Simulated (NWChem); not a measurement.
## Correlation energy of C3H3

```xyz
6

C      0.0000     0.0000     1.2582
C      0.0000     0.0000    -0.1143
C      0.0000     0.0000    -1.3469
H      0.9390     0.0000     1.8192
H     -0.9390     0.0000     1.8192
H      0.0000     0.0000    -2.4204
```
Charge 0, spin multiplicity 2.

The numbers come from NWChem runs, not from measurements. The geometry was optimised at UB3LYP/def2-SVP, a minimum by its harmonic frequencies.

Basis set: 6-311G**. Each correlation energy counts from its own Hartree-Fock reference.

```
method           correlation energy (mHa)             remark
---------------  ------------------------  -----------------
UMP2                               -366.4  spin-contaminated
SCS-UMP2                           -359.9  spin-contaminated
CCSD on UHF                        -407.9  spin-contaminated
CCSD on ROHF                       -425.3                  -
CCSD(T) on ROHF                    -444.7                  -
CCSD[T] on UHF                     -426.9  spin-contaminated
CCSD(T) on UHF                     -425.6  spin-contaminated
CCSD[T] on ROHF                    -445.4                  -
```

The values span 85.5 mHa, from CCSD[T] on ROHF (lowest) to SCS-UMP2 (highest). 

The correlated methods keep 3 core orbitals frozen. The Pople sets run with spherical d functions. The structure started from a generated list of species. The unpaired electrons of the parent sit in orbitals of symmetry b2 (C2v labels of the run); other states weren't searched. No SCF solution was tested for a lower state. Open-shell Hartree-Fock references start from PBE0 orbitals. Coupled-cluster values serve here as a point of comparison, not as the truth.
